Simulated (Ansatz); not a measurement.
Two isomers of C2H9BN2: A = `CNBCN`, B = `CN(C)BN`.

Calculated with Ansatz (gas phase, PBE0-D4/def2-TZVP geometries, no zero-point term in ΔE). CCSD(T)/CBS adds triple-zeta CCSD(T) − MP2 to the extrapolated MP2 energy (def2 sets, frozen cores). DFT in def2-TZVPP. B3LYP here is the variant with VWN-RPA as its local correlation; programs differ in this. One conformer a species, not always the lowest.

Task: Which isomer does CCSD(T)/CBS put lower? Give the gap. (Estimate.)

Result: Computed: B, by 26.8 kcal/mol.

Task: Give E(B) − E(A) in kcal/mol with B3LYP-D4, B3LYP, PBE0-D4, HF/def2-TZVPP, B2PLYP, MP2/def2-TZVPP, ωB97M-V. (Best estimate.)

Result: The calculation gave: B3LYP-D4 -27.5, B3LYP -26.6, PBE0-D4 -26.7, HF/def2-TZVPP -26.6, B2PLYP -27.2, MP2/def2-TZVPP -28.2, ωB97M-V -26.9. None reverses the order clearly.

Largest T1 diagnostic: 0.011.

The D4 term adds −1.0 kcal/mol with B3LYP and −0.5 kcal/mol with PBE0; it sums over pairs of atoms, weighted by their polarisabilities, and B3LYP, whose exchange is more repulsive, gets the larger term.
